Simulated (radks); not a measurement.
Species: Si10+. Configuration: [He] 2s2 (the NIST ground configuration).

Method: scalar-relativistic Kohn-Sham, r2SCAN, spin-polarised, spherical densities, finite nucleus; meta-GGA in the generalised Kohn-Sham scheme; Fermi nuclear charge, rms radius 3.1224 fm; computed with a radial shooting solver on a logarithmic mesh with Libxc functionals.

Energy parts (Ry):
total: -448.94182
kinetic: 450.91883
electron-nucleus: -940.57617
Hartree: 62.65018
exchange-correlation: -21.93466

Orbitals (lengths in bohr, moments of r in powers of bohr; <r^-3> diverges for s and p1/2):
orbital  occ.  eigenvalue (Ry)  <r^-3>  <1/r>    <r^2>     <r>
1s          2        -163.4374       -  13.72  0.01632  0.1102
2s          2        -33.47031       -  3.075   0.2694  0.4801
2p          0        -31.12765   76.17  2.998   0.2144  0.4213
3s          0        -12.46292       -  1.340    1.444   1.122

The highest occupied level is 2s at -455.39 eV. Summed over all electrons, <r^2> = 0.5714 bohr^2, which gives a Langevin (diamagnetic) susceptibility term of -0.453 x 10^-6 cm^3/mol. For comparison, the ionisation energy in NIST's Atomic Spectra Database is 476.27 eV (semi-empirical). In exact Kohn-Sham theory the highest level is minus the ionisation energy, but local and semilocal functionals leave it too shallow, through self-interaction and a potential that decays too fast; potentials with the right tail come closer.
